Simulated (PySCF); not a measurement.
Si(CCH)2(F)(OH) (C4H3FOSi), SMILES C#C[Si](O)(F)C#C. Atoms are numbered in the order given.

```xyz
10

C     -0.4237     2.0808     1.9182
C     -0.3674     1.1381     1.1462
Si    -0.2545    -0.2349    -0.0319
O     -0.4367    -1.6392     0.8020
F     -1.4416    -0.0775    -1.1225
C      1.3147    -0.2087    -0.9567
C      2.3754    -0.2038    -1.5608
H     -0.4770     2.9092     2.6029
H     -0.1955    -2.4537     0.3446
H      3.3093    -0.1949    -2.0955
```
Charge 0, spin multiplicity 1.

Geometry: r2SCAN-D4/def2-SVP. The structure was generated by enumeration, and PubChem lists no compound with its InChIKey, so it may never have been made. Other conformers were not sampled.

The numbers are results of TDA-B3LYP/def2-SVPD (PySCF 2.14.0), not measurements.

Vertical excitations. Isolated molecule, no solvent.

Computed lowest excited states:
| state | energy (eV) | λ (nm) | f | main pairs |
|---|---|---|---|---|
| S1 | 5.70 | 217 | 0.000 | HOMO→LUMO+1 45 %, HOMO−1→LUMO 44 % |
| S2 | 5.81 | 213 | 0.000 | HOMO→LUMO+1 46 %, HOMO−1→LUMO 43 % |
| S3 | 5.82 | 213 | 0.004 | HOMO→LUMO 51 %, HOMO−1→LUMO+1 41 % |
| S4 | 5.89 | 211 | 0.000 | HOMO−2→LUMO 75 % |
| S5 | 6.12 | 203 | 0.000 | HOMO−2→LUMO+1 46 %, HOMO−3→LUMO 40 % |
| S6 | 6.18 | 201 | 0.000 | HOMO−3→LUMO+1 73 %, HOMO→LUMO+2 14 % |
| S7 | 7.14 | 174 | 0.191 | HOMO−1→LUMO+1 28 %, HOMO→LUMO 19 %, HOMO−3→LUMO 13 %, HOMO−2→LUMO+1 9 % |
| S8 | 7.21 | 172 | 0.139 | HOMO−2→LUMO+1 23 %, HOMO−3→LUMO 19 %, HOMO−1→LUMO+2 13 %, HOMO−1→LUMO+1 13 % |
| S9 | 7.33 | 169 | 0.000 | HOMO→LUMO+2 60 %, HOMO−3→LUMO+1 18 %, HOMO→LUMO+3 13 % |
| S10 | 7.43 | 167 | 0.002 | HOMO→LUMO+4 35 %, HOMO−1→LUMO+2 17 %, HOMO−1→LUMO+3 11 %, HOMO−3→LUMO 6 % |
| T1 | 4.70 | 264 | 0 | HOMO→LUMO 52 %, HOMO−1→LUMO+1 23 %, HOMO−3→LUMO+4 9 % |
| T2 | 4.87 | 254 | 0 | HOMO−2→LUMO+1 35 %, HOMO−3→LUMO 28 %, HOMO−1→LUMO+2 14 %, HOMO→LUMO+4 11 % |
| T3 | 5.12 | 242 | 0 | HOMO−1→LUMO 40 %, HOMO→LUMO+1 40 %, HOMO−2→LUMO+4 6 %, HOMO−3→LUMO+2 6 % |
| T4 | 5.13 | 242 | 0 | HOMO−1→LUMO+1 50 %, HOMO→LUMO 28 %, HOMO−2→LUMO+2 11 % |
Triplets are in the Tamm–Dancoff approximation.
